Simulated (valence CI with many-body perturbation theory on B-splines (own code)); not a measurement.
# Ba50+: key properties

Level of theory: configuration interaction combined with many-body perturbation theory (CI+MBPT): four valence electrons over a frozen Dirac-Fock core [He], radial functions for each j: 9 s, 9 p, 8 d, 6 f, 3 g, 1 h, with the one-electron correlation potential Σ1, the two-electron term Σ2, the three-electron term Σ3, Breit, model QED; selected CI, second order for the rest (own B-spline code, finite nucleus).

The last digits are not significant, and no measured levels were compared; by estimate large intervals hold to a few tenths of a per cent, small ones and those within an open d or f shell to about a per cent.

Levels are named by their leading jj configuration (3d3/2^4 stands for four electrons in 3d with j = 3/2), which in mixed levels can hold well under half, so a name can repeat and another be missing.

Rates and lifetimes use the calculated energies. Strong lines usually hold to 10 to 20 %, long lifetimes can be off by a factor of two.

Task: What is the ground level?

Result: (2s^2 2p1/2^2) J=0, composition 70 % 2s2 2p2 3P + 30 % 2s2 2p2 1S.

Task: Among levels below 47923 × 10³ cm⁻¹, which E1 lines absorb most strongly from the ground level?

Result: to (2s^2 2p1/2 3d3/2) J=1 at 0.2161 nm, f = 0.748; to (2s 2p1/2^2 3p1/2) J=1 at 0.2171 nm, f = 0.731; to (2s 2p1/2^2 3p3/2) J=1 at 0.2121 nm, f = 0.367.

Task: How well does LS coupling describe the low levels?

Result: Among the lowest 20 levels the leading LS term, summed over configurations, holds 66 % on average. For single configurations the figures are 66 % in LS and 99 % in jj coupling. Terms mix most in the J = 1 level at 5260.4 × 10³ cm⁻¹, where the leading one holds 35 %.

Task: Where does the other parity begin?

Result: At (2s 2p1/2^2 2p3/2) J=2, 4750.1 × 10³ cm⁻¹.

Task: Name the longest-lived excited levels whose lifetime is computed, and their main decay.

Result: (2s^2 2p1/2 2p3/2) J=2 at 3298.0 × 10³ cm⁻¹ lives 1.57 μs, mostly by E2 to (2s^2 2p1/2^2) J=0; (2s^2 2p1/2 2p3/2) J=1 at 3168.1 × 10³ cm⁻¹ lives 2.53 ns, mostly by M1 to (2s^2 2p1/2^2) J=0.
